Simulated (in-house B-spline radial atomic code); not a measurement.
Configurations of Ga VI (Ga5+), with energies counted from [Ar] (3d3/2)4 (3d5/2)4. Level of theory: Dirac-Hartree-Fock, average of each configuration as written, Fermi nucleus of rms radius 3.9973 fm; calculated with a B-spline radial code for spherical atoms. Energies include first-order Breit, QED and recoil terms.

Occupations are held fixed; configurations that lie above the ionisation limit could autoionise.

| configuration | E - E(ref) (eV) | highest orbital | its <r> (bohr) |
| --- | --- | --- | --- |
| [Ar] (3d3/2)3 (3d5/2)5 | 0.69928 | 3d5/2 | 0.7053 |
| [Ar] (3d3/2)4 (3d5/2)3 (4p3/2)1 | 50.07 | 4p3/2 | 1.868 |
| [Ar] (3d3/2)4 (3d5/2)3 5s1 | 74.374 | 5s1/2 | 3.248 |
| [Ne] 3s2 (3p1/2)2 (3p3/2)3 (3d3/2)3 (3d5/2)5 6s1 | 179.35 | 6s1/2 | 5.302 |
| [Ne] 3s2 (3p1/2)2 (3p3/2)3 (3d3/2)3 (3d5/2)5 (6f5/2)1 | 188.71 | 6f5/2 | 7.791 |
| [Ne] 3s2 (3p1/2)2 (3p3/2)3 (3d3/2)4 (3d5/2)4 (7f5/2)1 | 190.31 | 7f5/2 | 10.98 |

Task: Order these further configurations by energy, lowest first.
A. [Ar] (3d3/2)3 (3d5/2)4 (6f5/2)1
B. [Ar] (3d3/2)1 (3d5/2)6 (5g9/2)1
C. [Ar] (3d3/2)3 (3d5/2)4 (7g9/2)1
D. [Ne] 3s2 (3p1/2)1 (3p3/2)4 (3d3/2)4 (3d5/2)4 (6g7/2)1
E. [Ne] 3s2 (3p1/2)1 (3p3/2)4 (3d3/2)4 (3d5/2)4 (5p3/2)1

Result: B (93.983 eV), A (99.654 eV), C (103.51 eV), E (174.17 eV), D (193.91 eV).

Task: How far above the reference does [Ar] (3d3/2)2 (3d5/2)6 lie?

Result: 0.79385 eV; its least bound orbital is 3d3/2 with <r> = 0.7027 bohr.

Task: How far above the reference does [Ar] (3d3/2)4 (3d5/2)3 6s1 lie?

Result: 89.311 eV; its least bound orbital is 6s1/2 with <r> = 5.304 bohr.
